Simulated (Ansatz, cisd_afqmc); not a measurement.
System: AlH₃, charge 0, singlet. AlH3 (SMILES [AlH3]).
B3LYP-D3(BJ)/def2-TZVP minimum from Ansatz (an electronic-structure program):
```xyz
4

Al     0.0000     0.0000     0.0000
H      0.6795    -0.4285     1.3607
H     -0.3300     1.5209    -0.2737
H     -0.3495    -1.0923    -1.0870
```

Total energies in cc-pV(D+d)Z, 6 correlated electrons, 5 frozen orbitals. Open shells are spin-unrestricted; no spin-orbit coupling. Cores are frozen in correlated methods. No relativity. AFQMC is phaseless with a CISD trial state; ± is one standard error, without the phaseless bias. Outlying blocks are dropped, and bars are widened where a walk drifts. Over all cases where full CI ran beside it in this data, AFQMC minus full CI had a median of +0.1 mEh and passed +0.4 mEh in a tenth of the cases.

| method | program | energy (Eh) | error against FCI (mEh) |
|---|---|---|---|
| HF | Ansatz | -243.63639 | 102.69 |
| MP2 | Ansatz | -243.71326 | 25.81 |
| CCSD | Ansatz | -243.73756 | 1.51 |
| CCSD(T) | Ansatz | -243.73866 | 0.41 |
| CCSDT(Q) | Ansatz | -243.73906 | 0.01 |
| CCSDTQ | Ansatz | -243.73907 | 0.00 |
| AFQMC/CISD | cisd_afqmc | -243.7391 ± 0.0001 | 0.0 ± 0.1 |
| FCI | Ansatz | -243.73907 | 0.00 |

Rough core times of Ansatz's runs on a shared machine: CCSD(T) under 20 s, CCSDT(Q) under 20 s, CCSDTQ 40 s, FCI 30 s.
